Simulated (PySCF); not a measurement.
CH8OW, multiplicity 1. Atoms are numbered in the order given.

```xyz
11

W     -0.0173     0.4279     0.0000
O     -0.3972    -1.3983     0.0000
C      0.1729    -2.6880     0.0000
H     -0.1593    -3.2361    -0.8963
H     -0.1593    -3.2361     0.8963
H      1.2732    -2.6271     0.0000
H      1.1003     1.2850    -0.9425
H      1.5640    -0.0936     0.0000
H     -0.6495     1.1354    -1.4258
H      1.1003     1.2850     0.9425
H     -0.6495     1.1354     1.4258
```

Geometry: B3LYP-D3(BJ)/def2-SVP. The spin state was assumed, not searched. The structure was generated by enumeration; whether it is a known compound was not checked. The def2 effective core potentials stand for the cores of W; spin–orbit coupling is left out.

Computed with M06-2X/def2-TZVPD in PySCF.

Symmetry labels are those of the subgroup Cs that the program uses (full group Cs).

Computed valence orbital energies around the gap with their symmetry:
| orbital | symmetry | energy (eV) |
|---|---|---|
| HOMO−7 | A" | -14.88 |
| HOMO−6 | A' | -12.86 |
| HOMO−5 | A" | -11.44 |
| HOMO−4 | A' | -11.11 |
| HOMO−3 | A" | -10.36 |
| HOMO−2 | A' | -10.35 |
| HOMO−1 | A" | -9.50 |
| HOMO | A' | -9.12 |
| LUMO | A' | -1.51 |
| LUMO+1 | A' | -0.87 |
| LUMO+2 | A" | -0.53 |
| LUMO+3 | A' | 0.38 |
